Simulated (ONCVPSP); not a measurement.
# Configuration tests for calcium (ONCV)

calcium, optimised norm-conserving Vanderbilt (ONCV), made with ONCVPSP 4.0.1 (PBE, scalar-relativistic). Core [Ne], reference 3s2 3p6 (charge +2). Waves: 3s: rc 1.90 bohr, ncon 5, nbas 10, qcut 5.1 1/bohr, 2 projectors, debl 2.3 Ha; 3p: rc 1.15 bohr, ncon 4, nbas 9, qcut 7.7 1/bohr, 2 projectors, debl 1.2 Ha; d scattering state at 0.2 Ha: rc 1.95 bohr, ncon 3, nbas 7, qcut 5.5 1/bohr, 2 projectors, debl 3.5 Ha. Local part: polynomial inside 1.00 bohr (lpopt 4, dvloc0 2 Ha). Core correction: Teter function, fcfact 4.25, rcfact 1.4.

In the p channel the program set the typed energies aside and used -1.582, 0.250 Ha. In the d channel the program set the typed energies aside and used -0.586, 2.914 Ha.

Energies are relative to the spin-unpolarised reference configuration 3s2 3p6; without spin polarisation the order of configurations can differ from experiment.

| valence configuration | charge | ΔE all-electron (eV) | error AE − PS (meV) |
| --- | --- | --- | --- |
| 3s2 3p6 4s2 | 0 | -18.130 | -0.9 |
| 3s2 3p6 4s1 | +1 | -11.820 | -0.2 |
| 3s2 3p6 4s1.5 | +0.5 | -15.626 | -0.6 |

Q: What are ΔE and the potential's error for 3s2 3p6 3d1?

A: ΔE = -10.441 eV all-electron; the error (AE − PS) is +47 meV.
